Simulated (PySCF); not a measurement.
Compound: C₈H₇F.
Numbering: `[CH2:1]=[CH:2][c:3]1[cH:4][cH:5][cH:6][c:7]([F:8])[cH:9]1` (hydrogens: H10, H11 on C1; H12 on C2; H13 on C4; H14 on C5; H15 on C6; H16 on C9)

Cartesian coordinates in Å at the PBE0-D3(BJ)/def2-SVP level; atoms count from 1:
```
atom  x, y, z in Å
C1     2.648    0.907   -0.488
C2     1.789   -0.119   -0.448
C3     0.340   -0.058   -0.219
C4    -0.400   -1.251   -0.221
C5    -1.777   -1.241   -0.009
C6    -2.449   -0.042    0.211
C7    -1.709    1.137    0.214
F8    -2.341    2.291    0.424
C9    -0.340    1.149    0.004
H10    2.332    1.944   -0.347
H11    3.712    0.739   -0.667
H12    2.183   -1.130   -0.599
H13    0.117   -2.198   -0.392
H14   -2.336   -2.179   -0.015
H15   -3.527   -0.001    0.380
H16    0.180    2.108    0.018
```

Linear response at B3LYP/def2-SVPD (PySCF, frozen core in the response, non-relativistic).

Static isotropic polarisability: 98.80 au (14.64 Å³), principal values 54.7, 99.3, 142.4 au.

(1) What is the polarisability at 1064 nm and at the sodium D line?

(2) What is the isotropic C6 coefficient between two such molecules, C6 = (3/π)∫α(iω)² dω?

(3) Which effective excitation energy ω̄ makes London's formula C6 = (3/4)α²ω̄ exact here?

(4) What three-body coefficient follows from the one-pole estimate C9 = (3/4)·α·C6?

(5) How many electrons N does the Slater–Kirkwood formula C6 = (3/4)·√N·α^(3/2) need to give this C6?

(6) What n − 1 at the D line would an ideal gas of it have at 273.15 K and 1 atm (2.6868 × 10¹⁹ cm⁻³), by n − 1 = 2π·N·α′?

(7) The lowest 6 singlets have (eV, f): 4.66, 0.126; 4.96, 0.240; 5.79, 0.178; 6.33, 0.008; 6.34, 0.138; 6.47, 0.297. What share of the static polarisability do they carry in the sum over states α = Σ f/ω²?

(8) What molar refraction at the D line follows from R = (4π/3)·N_A·α′, with α′ the polarisability volume?

(9) How anisotropic is the static polarisability, by Δα² = ½[(α1 − α2)² + (α2 − α3)² + (α3 − α1)²]?

## Answers

(1) 100.51 au at 1064 nm (+1.7 %), 104.94 au at 589.3 nm (+6.2 %). The rise at 589.3 nm is 3.59 times that at 1064 nm; a pure ω² law gives 3.26. The lowest singlet lies at 266 nm, shorter than both wavelengths.

(2) 3394 au (Eh·bohr⁶) by a ten-point quadrature over imaginary frequencies, which is 2030 eV·Å⁶ or 196 J·nm⁶/mol.

(3) ω̄ = 4·C6/(3α²) = 0.464 Eh = 12.6 eV. A one-pole form α(ω) = α/(1 − ω²/ω̄²) fitted to the 1064 nm value gives 8.9 eV. London's choice of the ionisation energy (8.52 eV, ΔSCF at the same level) gives C6 = 2290 au, 32 % too low.

(4) 251000 au. This is an estimate from the two numbers above, not a computed integral.

(5) N = (4·C6/3)²/α³ = 21.2; the species has 64 electrons in all.

(6) 26.25 × 10⁻⁴, a formal value whether or not that pressure can be reached.

(7) 23.37 au, 23.7 % of α; the largest term, 7.22 au, is that of the state at 4.96 eV. Their oscillator strengths add up to 0.99. Higher states carry the rest.

(8) α′ = 15.55 Å³ gives R = 39.23 cm³/mol, for isolated, non-vibrating species.

(9) Δα = 75.9 au, or 0.77 of the isotropic value.

The run took 35 s on one thread, x86-64 server, on a shared host. This is the whole response run at B3LYP/def2-SVPD, SCF included.

One conformer stands for the species.
